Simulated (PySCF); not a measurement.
# Bond curve of SbP⁺

Set-up: Sb def2-SVPD with ECP28, P def2-SVPD; scalar-relativistic core potentials (PySCF 2.14). Energies in eV from Sb⁺ + P in their ground configurations at the same level. State: ²Π (doublet), unpaired electrons π ↑.

All columns are TPSS. A positive dipole points towards P; it is taken about the centre of mass and depends on that origin.

| R (Å) | E (eV) | μ (D) | Mulliken charge on Sb (basis-dependent) | HOMO (eV) | LUMO (eV) | Mayer bond order | ⟨S²⟩ |
| --- | --- | --- | --- | --- | --- | --- | --- |
| 1.990 | -1.845 | 0.75 | 0.91 | -12.94 | -13.04 | 2.42 | 0.75 |
| 2.083 | -2.715 | 0.74 | 0.91 | -12.96 | -12.72 | 2.41 | 0.75 |
| 2.175 | -3.203 | 0.75 | 0.91 | -12.74 | -12.42 | 2.41 | 0.75 |
| 2.245 | -3.384 | 0.76 | 0.90 | -12.54 | -12.23 | 2.42 | 0.75 |
| 2.314 | -3.449 | 0.77 | 0.90 | -12.36 | -12.05 | 2.42 | 0.75 |
| 2.383 | -3.423 | 0.80 | 0.89 | -12.19 | -11.88 | 2.42 | 0.76 |
| 2.476 | -3.289 | 0.84 | 0.87 | -11.98 | -11.68 | 2.41 | 0.78 |
| 2.592 | -3.028 | 0.91 | 0.85 | -11.77 | -11.50 | 2.21 | 0.96 |
| 2.731 | -2.676 | 1.00 | 0.83 | -11.65 | -11.34 | 1.92 | 1.24 |
| 2.916 | -2.205 | 1.07 | 0.79 | -11.56 | -11.21 | 1.67 | 1.48 |

A fit through these points gives, at Re = 2.326 Å, μ = 0.78 D and dμ/dR = 0.321 D/Å; the reduced mass is 24.66 u.

Q: How strong is the fundamental in the double-harmonic approximation, I = 42.26·(dμ/dR)²/μred km/mol?

A: I = 42.26·(0.321)²/24.66 = 0.177 km/mol at TPSS.

⟨S²⟩ of the unrestricted solution departs from its pure value on part of the curve, where spin states mix. Spin–orbit coupling is left out, which matters for elements this heavy, above all for dissociation energies. For an ion De counts to the pair picked by the measured ionisation energies or electron affinities, which need not be the lowest pair at this level. The state is the lowest determinant that a PBE0 search found; another state may lie lower at other levels.

At some distances an empty level lies below a filled one, because the occupation is held.
